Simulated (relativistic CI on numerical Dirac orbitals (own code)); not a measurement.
# Radial parameters of Yb50+

Computed by Dirac-Coulomb-Breit CI, separate exchange-only KLI orbitals for each configuration, QED by a radiative potential, unscaled Slater integrals (own radial code, finite nucleus).

Slater integrals F^k, G^k are unscaled and averaged over j, outside the closed core [Ne]; ζ comes from projecting the Hamiltonian with its Breit term on Σ l·s of the shell.

- 3s2 3p6 3d2: F^2(3d,3d) = 576580, F^4(3d,3d) = 372950, ζ(3d) = 187860 cm⁻¹; <r>(3d) = 0.1778, <r^2>(3d) = 0.03655 (bohr units).
- 3s2 3p5 3d3: ζ(3p) = 1.3829e+06, F^2(3d,3d) = 575750, F^4(3d,3d) = 372390, F^2(3p,3d) = 494340, G^1(3p,3d) = 520040, G^3(3p,3d) = 349200, ζ(3d) = 186280 cm⁻¹; <r>(3p) = 0.1999, <r^2>(3p) = 0.0463, <r>(3d) = 0.178, <r^2>(3d) = 0.03665 (bohr units).
- 3s 3p6 3d3: F^2(3d,3d) = 575420, F^4(3d,3d) = 372170, G^2(3s,3d) = 397710, ζ(3d) = 187100 cm⁻¹; <r>(3s) = 0.2037, <r^2>(3s) = 0.0474, <r>(3d) = 0.1781, <r^2>(3d) = 0.03669 (bohr units).

Give the Racah parameters of the d shell in 3s2 3p6 3d2.

B = F²/49 − 5F⁴/441 = 7539 cm⁻¹ and C = 35F⁴/441 = 29599 cm⁻¹.

Averages of the first 10 configurations, taken without configuration mixing, which lowers the lowest level and can move excited configurations by several eV; other configurations of the list can lie among them:

| Configuration | Parity | States | Average energy above the lowest level (eV) |
| --- | --- | --- | --- |
| 3s2 3p6 3d2 | even | 45 | 76.0 |
| 3s2 3p5 3d3 | odd | 720 | 462.9 |
| 3s 3p6 3d3 | even | 240 | 839.2 |
| 3s2 3p6 3d 4s | even | 20 | 1845.1 |
| 3s2 3p6 3d 4p | odd | 60 | 1988.0 |
| 3s2 3p6 3d 4d | even | 100 | 2144.4 |
| 3s2 3p5 3d2 4s | odd | 540 | 2221.9 |
| 3s2 3p6 3d 4f | odd | 140 | 2260.0 |
| 3s2 3p5 3d2 4p | even | 1620 | 2365.1 |
| 3s2 3p5 3d2 4d | odd | 2700 | 2520.9 |
